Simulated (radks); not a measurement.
Fractional charge and spin in the 5s shell of samarium: the spin-up occupation runs from 0 to 1 and the spin-down occupation from 0 to 1; the fullest corner is Sm2+, [Kr] 4d10 4f(up 3, down 3) 5p6 5s(up 1, down 1). Calculated with a radial shooting solver on a logarithmic mesh with Libxc functionals: scalar-relativistic Kohn-Sham, r2SCAN, spin-polarised, spherical densities, finite nucleus; meta-GGA in the generalised Kohn-Sham scheme; Fermi nuclear charge, rms radius of each element as measured or else 0.836 A^(1/3) + 0.57 fm. Energy (eV) minus the two flat planes that join the four corners (they meet along the diagonal where the two added fractions sum to one electron); zero is where a piecewise linear energy would lie.

down \ up,0,0.25,0.5,0.75,1
0,0.000,-1.261,-1.679,-1.257,0.000
0.25,-1.261,-1.563,-1.032,0.326,-1.185
0.5,-1.679,-1.032,0.435,-0.975,-1.575
0.75,-1.257,0.326,-0.975,-1.474,-1.177
1,0.000,-1.185,-1.575,-1.177,0.000

Corners above the fullest one (they belong to Sm3+ and the next ion): (up 1, down 0) 64.026 eV, (up 0, down 1) 64.026 eV, (up 0, down 0) 142.82 eV. With half an added electron in each spin the energy lies 0.435 eV from the planes, and with half an added electron in spin up alone -1.679 eV. The planes are only a guide here: the flat-plane condition holds for ground states with one frontier orbital, while this shell lies below other occupied shells, so the corners above the fullest one are inner-hole states and not the ground states of those ions.
